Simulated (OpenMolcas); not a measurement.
**Mo IV: Racah parameters, worked from levels**

* Program: OpenMolcas 26.06
* Basis: ANO-RCC-VTZP [7s6p4d2f1g]
* Scalar Hamiltonian: DKH2, point nucleus
* Active space: 3 electrons in 9 orbitals (RAS2 4d 5s; RAS3 5p, at most 2 electrons)
* State averaging: 2S+1 = 4 even, 20 roots; 2S+1 = 2 even, 65 roots kept (CI in the orbitals of an earlier block); 2S+1 = 4 odd, 30 roots; 2S+1 = 2 odd, 75 roots kept (CI in the orbitals of an earlier block)
* Spin-orbit coupling: state interaction with AMFI integrals over the reference wave functions, term energies averaged over their components

Methods: RASSCF; MS-RASPT2, IPEA 0.25 Eh, imaginary shift 0.1 Eh (closed shells correlated: 4s 4p). Measured levels: Sugar and Musgrove, J. Phys. Chem. Ref. Data 17, 155 (1988).

**Racah parameters.** Above ⁴F, d3 has ⁴P at 15B, ²G at 4B + 3C and ²H at 9B + 3C. The first two fix B and C, and the third tests them; where it misses by thousands of cm-1, two parameters do not describe the configuration (Trees and configuration-interaction terms are left out) and B and C hang on the terms chosen. Term energies are centres of gravity, weighted by 2J + 1.

```json
{"Source": "RASSCF", "⁴P": "12156", "²G": "13084", "B": "810", "C": "3281", "C/B": "4.05", "²H from B, C": "17133", "²H found": "17864"}
{"Source": "MS-RASPT2", "⁴P": "9539", "²G": "10810", "B": "636", "C": "2755", "C/B": "4.33", "²H from B, C": "13989", "²H found": "15303"}
{"Source": "measured", "⁴P": "9280", "²G": "10294", "B": "619", "C": "2606", "C/B": "4.21", "²H from B, C": "13389", "²H found": "14500"}
```

Energies in cm-1. From RASSCF to MS-RASPT2, B changes by -21.5 % and C by -16.0 %. Against the measured terms, MS-RASPT2 has B off by +2.7 % and C by +5.7 %.

CASPT2 does not keep the components of a term degenerate, so their means are used; among the terms shown or strongly mixed into the levels shown the widest spread is 810 cm-1 (4d³ ⁴F, MS-RASPT2). Terms from blocks run as CI alone lack orbitals of their own. Without dynamic correlation excited terms often stand tens of per cent too high (terms of higher spin than the ground term too low), and those without a measured partner can miss by more than the paired ones (holds for RASSCF). Blocks of more than 70 roots (2S+1 = 2 odd) ran without multistate coupling (holds for MS-RASPT2). Measured partners are found by configuration, term and J. A level has none where our copy of the source lacks it or the pairing is in doubt (some pairs that miss far off the trend of their configuration count as doubtful), and it then counts in no deviation. Only configurations of the active space appear.
